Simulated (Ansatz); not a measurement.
Geometry optimisation, RKS PBE0-D4/def2-SVP in Ansatz 0.2.0.

Input:

```yaml
crystal:
  periodic: [false, false, false]
  atoms:
    - { symbol: W, position_ang: [0.0, 0.0, 0.0] }
    - { symbol: H, position_ang: [0.9528, 0.0, 1.6669] }
    - { symbol: H, position_ang: [1.6669, 0.0, 0.9528] }
    - { symbol: H, position_ang: [0.0, 1.72, 0.0] }
    - { symbol: H, position_ang: [-1.72, 0.0, 0.0] }
    - { symbol: Cl, position_ang: [0.0, -2.39, 0.0] }
    - { symbol: H, position_ang: [0.0, 0.0, -1.72] }
basis:
  gaussian: { orbitals: def2-SVP }
hamiltonian:
  xc: pbe0
  dispersion: d4
relax:
  f_tol: 0.15
  max_steps: 25
  restrain:
    - { distance: [1, 2], at: 1.86, k: 30.0 }
    - { distance: [0, 1], at: 1.72, k: 30.0 }
    - { distance: [0, 2], at: 1.72, k: 30.0 }
output:
  orbitals: {}
```

Command:

```bash
$ ansatz run input.yaml --threads 1 --pin off --max-ram 2048MiB --backend cpu --events-out ev --progress --plain --runs-dir out
```

Where does it end, and by what steps?

The run converged. The restraints hold the end off the free minimum. After 13 steps the energy has fallen by 3.581 eV (the restraints' own energy left out); H2 moved furthest, 0.89 Å.

| step | energy less start (eV) | largest force component (eV/Å) | accepted |
| --- | --- | --- | --- |
| 0 | 0.0000 | 3.029 | yes |
| 1 | 0.4973 | 5.170 | yes |
| 2 | -0.2494 | 1.591 | yes |
| 3 | -1.6607 | 1.053 | yes |
| 4 | -2.7220 | 0.945 | yes |
| 5 | -3.2446 | 0.856 | yes |
| 6 | -3.3131 | 0.584 | yes |
| 7 | -3.3290 | 0.602 | yes |
| 8 | -3.3442 | 0.598 | yes |
| 9 | -3.4092 | 1.707 | yes |
| 10 | -3.3789 | 2.152 | no |
| 11 | -3.5009 | 1.214 | yes |
| 12 | -3.5713 | 0.809 | yes |
| 13 | -3.5809 | 0.866 | yes |

```xyz
7
Properties=species:S:1:pos:R:3
W -0.214 -0.366 -0.214
H 0.103 -0.001 1.412
H 1.412 -0.001 0.103
H 0.183 1.204 0.183
H -1.428 0.518 0.556
Cl 0.288 -2.542 0.288
H 0.556 0.518 -1.428
```

Run time: 55 s on 1 thread of Arm Neoverse V2, with other jobs on the host, peak memory 0.15 GiB.
